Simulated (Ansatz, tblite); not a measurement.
Forces on Cd₆O₆ at its PBE0-D4/def2-SVP geometry. Total charge 0; singlet.

In the def2 sets Cd takes a core potential; there is no spin–orbit coupling. The xTB rows come from tblite. The structure holds 4 bonds between oxygen atoms, so isomers without such links may lie far lower. Another isomer (singlet) lies 1.11 eV lower at PBE0-D4/def2-TZVP; other spin states weren't run for this one.

GFN1-xTB (tblite), largest force 1.77 eV/Å:

```xyz
12
positions Å, forces eV/Å
Cd    0.152   -0.382   -3.261   -0.125    0.112   -0.354
Cd    1.884    2.447    1.134    0.351    0.121    0.117
Cd    1.156    1.652    3.837    0.814    0.410    0.470
Cd   -0.795   -0.806    0.827    0.318    0.325   -0.328
Cd    1.056    1.068   -1.102    0.068    0.069   -0.074
Cd   -1.924   -2.405   -3.036   -0.351    0.077   -0.965
O    -0.615    0.715    2.306   -0.923    0.304   -0.912
O     1.114   -1.149   -0.356   -0.021   -0.873   -0.309
O    -0.776    1.841    1.436   -0.166   -1.694   -0.403
O     0.513   -2.112   -1.163   -0.782    0.748    1.401
O    -0.857   -2.223   -0.760    1.166   -0.090    0.671
O    -0.908    1.355    0.137   -0.349    0.490    0.687
```

GFN2-xTB (tblite), largest force 0.91 eV/Å:

```
Cd -0.055 0.150 0.114
Cd 0.038 -0.167 -0.092
Cd 0.403 0.245 0.355
Cd 0.288 0.290 -0.300
Cd 0.517 0.522 -0.539
Cd -0.235 -0.060 -0.543
O -0.181 -0.290 0.073
O 0.543 0.058 0.626
O -0.154 -0.433 0.291
O -0.430 -0.144 0.320
O -0.153 -0.078 0.295
O -0.582 -0.093 -0.601
```

PBE-D4/def2-TZVP (Ansatz), largest force 1.00 eV/Å:

```
Cd -0.011 0.037 -0.253
Cd 0.193 0.149 0.061
Cd 0.204 0.032 0.219
Cd -0.196 -0.192 0.212
Cd 0.249 0.251 -0.261
Cd -0.204 -0.029 -0.224
O -0.094 -0.651 0.750
O 0.729 0.186 0.295
O -0.253 0.872 0.074
O 0.602 -0.500 -0.442
O -0.883 -0.362 0.276
O -0.336 0.205 -0.708
```
